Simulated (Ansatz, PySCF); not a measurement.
Pt(OH)2 (H2O2Pt), SMILES [OH][Pt][OH] (connectivity only; charge and spin as stated), neutral, multiplicity 3. Atoms are numbered in the order given.

```xyz
5

Pt     0.0000     0.0000    -0.0644
O      1.8669     0.1028     0.0270
H      2.3687    -0.4213     0.6624
O     -1.8669    -0.1028     0.0270
H     -2.3687     0.4213     0.6624
```
Charge 0, spin multiplicity 3.

Coordinates come from a B3LYP-D3(BJ)/def2-TZVP optimisation. The multiplicity is an assumed one; other spin states were not compared. The def2 effective core potentials stand for the cores of Pt; spin–orbit coupling is left out. One conformer was computed; it need not be the lowest.

Two levels are set side by side: PBE-D3(BJ)/def2-TZVP (Ansatz, a first-principles code) and B3LYP-D3(BJ)/def2-TZVP (Ansatz). Each level has its own optimised geometry; the coordinates shown are those of the second. Frequencies come from the Hessian of PySCF at each geometry. Differences are taken from unrounded values.

```
quantity                            B3LYP-D3(BJ)  PBE-D3(BJ)  PBE-D3(BJ) minus B3LYP-D3(BJ)
----------------------------------  ------------  ----------  -----------------------------
mean bond length (Å)                       1.418       1.425                          0.007
bond Pt1–O2 (Å)                            1.872       1.875                          0.003
bond Pt1–O4 (Å)                            1.872       1.875                          0.003
bond O2–H3 (Å)                             0.965       0.974                          0.010
bond O4–H5 (Å)                             0.965       0.974                          0.010
highest harmonic wavenumber (cm⁻¹)          3807        3688                           -119
mean harmonic wavenumber (cm⁻¹)             1220        1195                            -25
zero-point energy (kcal/mol)               15.69       15.37                          -0.32
```

Exact exchange shortens and stiffens bonds; PBE has none. Differences between two approximate levels are no errors against the true value.
